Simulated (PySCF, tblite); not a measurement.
Compound: C4H9PSi2.
SMILES: `C#C/C([SiH3])=C\[SiH2]P`

Jobs on this species (16 atoms, 76 electrons) with PySCF (density fitting) and tblite. Hardware of each: Intel Xeon at 2.60 GHz, one thread, no GPU (shared host). The host was shared with other jobs, so the times are rough.

```json
{"level and settings": "GFN2-xTB", "work": "L-BFGS relaxation", "basis functions": "–", "SCF cycles": "–", "wall time": "0.8 s"}
{"level and settings": "PBE0/pcSseg-1", "work": "shieldings, charges and field gradients, density and orbital grids written", "basis functions": "185", "SCF cycles": "?", "wall time": "?"}
{"level and settings": "GFN2-xTB", "work": "Hessian by finite differences", "basis functions": "–", "SCF cycles": "–", "wall time": "0.82 s"}
{"level and settings": "B3LYP/def2-SVPD", "work": "8 singlets by full TDDFT, 3 Tamm–Dancoff triplets, polarisability, density and orbital grids written", "basis functions": "224", "SCF cycles": "?", "wall time": "?"}
```

Q: Fill in the missing figures.

A: 
- PBE0/pcSseg-1; shieldings, charges and field gradients, density and orbital grids written: 39 s, 14 SCF cycles
- B3LYP/def2-SVPD; 8 singlets by full TDDFT, 3 Tamm–Dancoff triplets, polarisability, density and orbital grids written: 46 s, 14 SCF cycles

Q: What do all jobs in the table cost together?

A: About 87 s; the longest takes about 53 % of that, and about 58 times as long as the shortest.
